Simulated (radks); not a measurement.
Ba0.6+, configuration [Kr] 4d10 5s2 5p(1/2: 2, 3/2: 3.4) 6s2 (fractional occupations, a model configuration). All-electron calculation, Dirac Kohn-Sham, LDA (Slater exchange, Perdew-Wang correlation), spin-unpolarised, spherical densities, finite nucleus; Fermi nuclear charge, rms radius 4.8378 fm. Program: a radial shooting solver on a logarithmic mesh with Libxc functionals. Some entries of the table are withheld. Estimate them.

orbital,occ.,eigenvalue (eV),<1/r> (bohr^-1),r(max) (bohr)
1s1/2,2,-37193.16,60.64,0.01644
2s1/2,2,-5883.143,(1),0.09311
2p1/2,2,-5545.074,14.23,0.07108
2p3/2,4,-5163.840,12.99,0.07616
3s1/2,2,-1246.461,5.113,0.2669
3p1/2,2,-1104.209,(2),0.2533
3p3/2,4,-1030.556,(3),0.2645
3d3/2,4,-779.9024,4.583,0.2131
3d5/2,6,-764.1831,4.504,0.2163
4s1/2,2,-249.3203,2.105,0.6253
4p1/2,2,-197.5864,2.001,0.6371
4p3/2,4,-182.1031,1.899,0.6616
4d3/2,4,-97.4332,1.672,(4)
4d5/2,6,-94.8023,1.647,(5)
5s1/2,2,-39.5151,0.8191,1.462
5p1/2,2,(6),0.7188,(7)
5p3/2,3.4,(8),0.6834,(9)
6s1/2,2,-6.6809,0.2987,3.772

Answer. 
(1) 2s1/2 <1/r> (bohr^-1): 14.24
(2) 3p1/2 <1/r> (bohr^-1): 5.029
(3) 3p3/2 <1/r> (bohr^-1): 4.719
(4) 4d3/2 r(max) (bohr): 0.6907
(5) 4d5/2 r(max) (bohr): 0.6989
(6) 5p1/2 eigenvalue (eV): -25.7891
(7) 5p1/2 r(max) (bohr): 1.608
(8) 5p3/2 eigenvalue (eV): -23.5801
(9) 5p3/2 r(max) (bohr): 1.677
